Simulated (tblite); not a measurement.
Compound: C₄HF₂N₂ (doublet state).
Z-matrix (Å and degrees, GFN2-xTB geometry), rows numbered from 1:
```
F 
C   1  1.3239
C   2  1.3971  1  119.63
C   3  1.3753  2  112.58  1   179.99
N   4  1.2881  3  124.14  2     0.01
C   5  1.3167  4  118.46  3    -0.01
F   6  1.3127  5  118.16  4   180.00
N   6  1.3106  5  124.10  4    -0.01
H   3  1.0752  2  121.87  1    -0.02
```

Computed geometry: GFN2-xTB, gas phase. This method treats the open shell by occupation alone, without spin polarisation.

Take the most abundant isotopes and a rigid rotor. 

Q: What are A, B and C (MHz)?

A: Ia = 117.20, Ib = 262.08, Ic = 379.29 u·Å²; 505379 MHz·u·Å²/I gives A = 4312, B = 1928, C = 1332 MHz.

Q: Classify the top.

A: An asymmetric top; Ray's κ = -0.600.

Q: What does the inertial defect say?

A: Planar: Δ = Ic − Ia − Ib = 0.00 u·Å². For a rigid frame Δ = −2 Σ m c², so it vanishes when all atoms lie in the ab plane; here none is more than 0.01 Å from it.

Q: Give the coordinates in the principal-axis frame, origin at the centre of mass.

A: The sense of each axis is arbitrary; atoms in the order of the calculation.
```
atom  mass (u)   a (Å)   b (Å)  c (Å)
  F1    18.998  -2.255  -0.913  0.000
  C2    12.000  -1.130  -0.215  0.000
  C3    12.000  -1.184   1.181  0.000
  C4    12.000   0.065   1.758  0.000
  N5    14.003   1.168   1.093  0.000
  C6    12.000   1.108  -0.223  0.000
  F7    18.998   2.235  -0.895  0.000
  N8    14.003  -0.010  -0.907  0.000
  H9     1.008  -2.118   1.714  0.000
```

Q: List the rotational levels J(Ka,Kc) to J = 2 (MHz).

A: Above 0(0,0):
J = 1: 1(0,1) 3261, 1(1,1) 5644, 1(1,0) 6240
J = 2: 2(0,2) 9684, 2(1,2) 11570, 2(1,1) 13358, 2(2,1) 20508, 2(2,0) 20607

Q: Estimate the classical rotational partition function at 25 K, 50 K and 200 K.

A: Point group Cs, symmetry number σ = 1; q = (√π/σ)·√((kT/h)³/(ABC)), k/h = 20836.6 MHz/K: 6330 at 25 K, 17900 at 50 K, 143000 at 200 K.

For this open shell read J as N, the rotation without spin; fine and hyperfine splittings come on top. Its GFN2-xTB frequencies are all real (lowest 145 cm⁻¹). Zero-point vibration and centrifugal distortion are left out.

The run took under 0.1 s wall on one thread of an Arm Neoverse V2, no GPU, on a shared host. These figures are those of the optimisation.
